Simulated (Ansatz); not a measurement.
A CCSD(T) single point on AlH6NSSi (`N[SiH2][S][AlH2]`).

```yaml
crystal:
  periodic: [false, false, false]
  atoms:
    - {symbol: N, position_ang: [-0.698564, 1.559711, 0.334324]}
    - {symbol: Si, position_ang: [-1.224706, 0.031357, -0.221994]}
    - {symbol: S, position_ang: [0.120342, -1.070363, -1.501429]}
    - {symbol: Al, position_ang: [1.767768, -1.272995, -0.100992]}
    - {symbol: H, position_ang: [-0.061199, 1.614635, 1.112654]}
    - {symbol: H, position_ang: [-0.561183, 2.322888, -0.308573]}
    - {symbol: H, position_ang: [-1.513999, -0.784282, 0.980933]}
    - {symbol: H, position_ang: [-2.429965, 0.223077, -1.062007]}
    - {symbol: H, position_ang: [3.074442, -2.017309, -0.582378]}
    - {symbol: H, position_ang: [1.610264, -0.658118, 1.352462]}
basis:
  gaussian: {orbitals: def2-SVP}
correlation: {method: ccsd_t}
```

```sh
$ ansatz run in.yaml --threads 2 --pin off --events-out ev --progress --plain --max-ram 4352MiB
```

Output of Ansatz, abridged:

```
Functional definition: HF
937 factors; integrals over basis functions are off by at most 1.1e-3 eV
mean field evaluation 1: about -26830.0367 eV, gradient 3.0e1 eV
mean field evaluation 2: about -26830.0417 eV, gradient 3.0e1 eV
mean field evaluation 4: about -26832.5255 eV, gradient 2.7e0 eV
mean field evaluation 8: about -26832.5561 eV, gradient 1.1e-4 eV
mean field -26832.55612912 eV, -986.0782499854 hartree, gradient 1.7e-6 eV, S^2 0.000000; 0 other end points of the search recorded, 0 dependent functions left out
16 core orbitals not correlated: weight in the atoms' cores, before any rotation towards them, 1.000 or more for the frozen orbitals, at most 0.000 for the correlated occupied ones
reference -26832.55612912 eV, -986.0782499854 hartree; 12, 12 occupied and 70, 70 virtual orbitals, 937 factors
second order -12.62579381 eV of doubles, -0.00000000 eV of singles
cycle   1  -13.61687907 eV  change   -9.9e-1 eV  update   8.7e-2
cycle   2  -14.04114300 eV  change   -4.2e-1 eV  update   2.7e-2
cycle   3  -14.10259471 eV  change   -6.1e-2 eV  update   1.2e-2
cycle   4  -14.09785494 eV  change    4.7e-3 eV  update   3.7e-3
cycle   5  -14.09711994 eV  change    7.4e-4 eV  update   1.4e-3
cycle   6  -14.09700013 eV  change    1.2e-4 eV  update   5.1e-4
cycle   7  -14.09691054 eV  change    9.0e-5 eV  update   1.8e-4
cycle   8  -14.09693203 eV  change   -2.1e-5 eV  update   6.8e-5
cycle   9  -14.09694682 eV  change   -1.5e-5 eV  update   2.4e-5
perturbative correction -0.37835521 eV, -0.0139042974 hartree
Total energy: -26847.03143115 eV, -986.6102075233 hartree
```

Run time 3.7 s (2 threads of an Arm Neoverse V1 on a shared host); peak host memory 0.32 GiB.

Correlation energy per correlated electron: -0.603 eV. T1 diagnostic: 0.0120.
